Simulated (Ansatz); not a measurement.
Cost and result for the atomization energy of C$_{3}$H$_{6}$FNSi, SMILES `F[SiH2]C1C=NC1` (12 atoms, 12 bonds).

```xyz
12

F     0.3904   -2.4383   -1.2979
Si    0.0872   -0.8662   -1.3501
C     0.5061   -0.0836    0.2878
C    -0.4359   -0.3203    1.4262
N    -0.9402    0.8500    1.5518
C    -0.0688    1.3550    0.4697
H    -1.3566   -0.6841   -1.6369
H     0.9160   -0.2785   -2.4321
H     1.5698   -0.2031    0.5160
H    -0.6900   -1.2032    2.0114
H     0.6550    2.0925    0.8208
H    -0.6330    1.7797   -0.3665
```

Charge 0, multiplicity 1. The structure was optimised at the PBE0-D4/def2-TZVP level. It is one conformer, not always the lowest. Program: Ansatz. All runs use 4 threads of an Arm Neoverse V1 on a shared host. Times are those of one run each, without the atoms' runs, and a repeat can differ threefold. Electronic energies, without spin–orbit coupling; frozen cores. CCSD(T)/CBS adds CCSD(T) − MP2 in def2-TZVPP to the MP2 limit, and its time is that of the two runs behind it. T1 = 0.012. B3LYP takes the VWN-RPA correlation (the form of Gaussian; ORCA's B3LYP/G).

CCSD(T)/CBS is a level of theory with its own doubt, some kJ/mol a heavy atom from the limit and from the frozen cores, so smaller differences don't rank the functionals.

```csv
level,functions,wall time
PBE-D4/def2-TZVPP (with forces),281,3.4 s
PBE0-D4/def2-TZVPP,281,4.1 s
r2SCAN-D4/def2-TZVPP (with forces),281,7 s
B3LYP-D4/def2-TZVPP (with forces),281,7 s
B2PLYP/def2-TZVPP,281,8.5 s
ωB97X-V/def2-TZVPP,281,11 s
ωB97M-V/def2-TZVPP (with forces),281,17 s
MP2/def2-QZVPP,535,61 s
CCSD(T)/def2-TZVPP,281,6 min
CCSD(T)/CBS(def2),–,7.1 min
```

Task: What atomization energy does each give, and how far from CCSD(T)/CBS? (An estimate is asked.)

Result: Ansatz gave: 
| level | atomization (kcal/mol) | difference from CCSD(T)/CBS | per bond |
| --- | --- | --- | --- |
| PBE-D4/def2-TZVPP (with forces) | 1175.8 | 30.8 | 2.6 |
| PBE0-D4/def2-TZVPP | 1151.1 | 6.1 | 0.5 |
| r2SCAN-D4/def2-TZVPP (with forces) | 1145.6 | 0.6 | 0.0 |
| B3LYP-D4/def2-TZVPP (with forces) | 1144.3 | -0.7 | -0.1 |
| B2PLYP/def2-TZVPP | 1133.5 | -11.5 | -1.0 |
| ωB97X-V/def2-TZVPP | 1151.0 | 6.0 | 0.5 |
| ωB97M-V/def2-TZVPP (with forces) | 1149.8 | 4.8 | 0.4 |
| MP2/def2-QZVPP | 1157.4 | 12.4 | 1.0 |
| CCSD(T)/def2-TZVPP | 1113.4 | -31.6 | -2.6 |
| CCSD(T)/CBS(def2) | 1145.0 | 0.0 | 0.0 |

From PBE to PBE0 (25 % exact exchange), in def2-TZVPP and without D4, the atomization energy moves by −23.7 kcal/mol: exact exchange takes away binding that semilocal exchange gives to molecules. In def2-TZVPP, CCSD(T) changes the Hartree–Fock value by +294.3 kcal/mol (the triples alone add +19.8 kcal/mol) and MP2 by +319.4 kcal/mol; breaking electron pairs costs correlation energy, which Hartree–Fock lacks. The D4 term adds +10.1 kcal/mol with B3LYP and +5.3 kcal/mol with PBE0; it sums over pairs of atoms, weighted by their polarisabilities, and B3LYP, whose exchange is more repulsive, gets the larger term.
